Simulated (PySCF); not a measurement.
SnHF2Cl, SMILES [F][SnH]([F])[Cl].

Geometry: r2SCAN-D4/def2-SVP. The def2 effective core potentials stand for the cores of Sn; spin–orbit coupling is left out.

Method: IEF-PCM-PBE0/def2-SVP (PySCF).

The values are the electrostatic part of the solvation free energy, E(continuum) − E(gas) at the gas-phase geometry, in a cavity of scaled van der Waals radii (PySCF's table); cavitation and dispersion terms are not included. A continuum can't describe solvent molecules that bind to the metal. In vacuum the orbital gap is 7.42 eV. The dipole moment in vacuum is 3.06 D.

### Question
Estimate the values in water (ε = 78.36), ethylethanoate (ε = 5.99), acetonitrile (ε = 35.69). (The exact figures need the calculation; the answer reports its results.)

### Answer

```json
[
 {"solvent": "water", "ε": "78.36", "ΔG(elec) (kcal/mol)": "-6.4", "dipole (D)": "3.86", "gap (eV)": "7.56"},
 {"solvent": "ethylethanoate", "ε": "5.99", "ΔG(elec) (kcal/mol)": "-4.9", "dipole (D)": "3.66", "gap (eV)": "7.53"},
 {"solvent": "acetonitrile", "ε": "35.69", "ΔG(elec) (kcal/mol)": "-6.3", "dipole (D)": "3.84", "gap (eV)": "7.55"}
]
```
